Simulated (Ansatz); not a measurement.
# A ladder of methods for SnH3O2 (SMILES [OH][SnH][OH])

SnH3O2: 6 atoms, total charge 0, spin state doublet. SMILES: `[OH][SnH][OH]`. Geometry: optimised at B3LYP/def2-SVP. This is one conformer, not always the lowest.

Quantity: the adiabatic electron affinity (to the singlet anion, shapes relaxed at B3LYP/def2-SVP, no zero-point term), in eV. The values are calculated.

The electron affinity is E(neutral) − E(anion): positive where the electron is bound.

```json
{"level": "UHF/def2-TZVP (core potential)", "kind": "Hartree–Fock", "program": "Ansatz", "value (eV)": "1.29", "CPU time (all runs)": "4.3 s"}
{"level": "USVWN5/def2-TZVP (core potential)", "kind": "LDA", "program": "Ansatz", "value (eV)": "2.25", "CPU time (all runs)": "3.9 s"}
{"level": "UPBE/def2-TZVP (core potential)", "kind": "GGA", "program": "Ansatz", "value (eV)": "2.12", "CPU time (all runs)": "7.4 s"}
{"level": "U-r2SCAN/def2-TZVP (core potential)", "kind": "meta-GGA", "program": "Ansatz", "value (eV)": "2.10", "CPU time (all runs)": "17 s"}
{"level": "UB3LYP/def2-TZVP (core potential)", "kind": "global hybrid", "program": "Ansatz", "value (eV)": "2.30", "CPU time (all runs)": "9.3 s"}
{"level": "UPBE0-D4/def2-TZVP (core potential)", "kind": "global hybrid", "program": "Ansatz", "value (eV)": "2.15", "CPU time (all runs)": "9 s"}
{"level": "UCAM-B3LYP/def2-TZVP (core potential)", "kind": "range-separated hybrid", "program": "Ansatz", "value (eV)": "2.28", "CPU time (all runs)": "12 s"}
{"level": "UMP2/def2-TZVP (core potential)", "kind": "perturbation theory", "program": "Ansatz", "value (eV)": "2.18", "CPU time (all runs)": "7.6 s"}
```

Spin-orbit coupling, which can split open shells on such heavy atoms by tenths of an eV, is left out. The values span 1.29 to 2.30 eV. In the correlated wave-function rows the outer d shell of Sn is correlated, in sets not made for it. In so small a basis fixed costs decide the times, and correlated methods can beat functionals. Times are those of the runs behind each value, whatever else they computed, on shared processors of several kinds: orders of magnitude only.
